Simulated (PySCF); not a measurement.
## Correlation energy of As (arsenic, neutral)

[Ar] 3d10 4s2 4p3, high-spin 4S determinant. Calculation: PySCF 2.14, in def2-SVP (5s4p3d, 32 functions); the non-relativistic Hamiltonian (point nucleus). Frozen: [Ar] 3d10; 5 electrons correlated.

MP2 pair energies summed by pair of shells (mhartree):

```
 pair  energy  share (%)
4s-4p  -36.18       64.2
4p-4p  -12.75       22.6
4s-4s   -7.43       13.2
```

Total MP2 correlation energy: -56.36 mhartree.

Same-spin part -15.10 and opposite-spin part -41.26 mhartree; SCS-MP2 scales them by 1/3 and 6/5 to -54.54 mhartree.

```json
{"level": "CCSD", "correlation energy (mhartree)": "-71.18"}
{"level": "(T)", "correlation energy (mhartree)": "-0.96"}
{"level": "CCSD(T)", "correlation energy (mhartree)": "-72.14"}
```

Diagnostics: T1 = 0.0027, D1 = 0.0068, largest double amplitude 0.061.

Problem. Is a single reference adequate?

Solution. Yes, within this model without spin-orbit coupling: T1 lies below 0.03 and no double amplitude reaches 0.07.
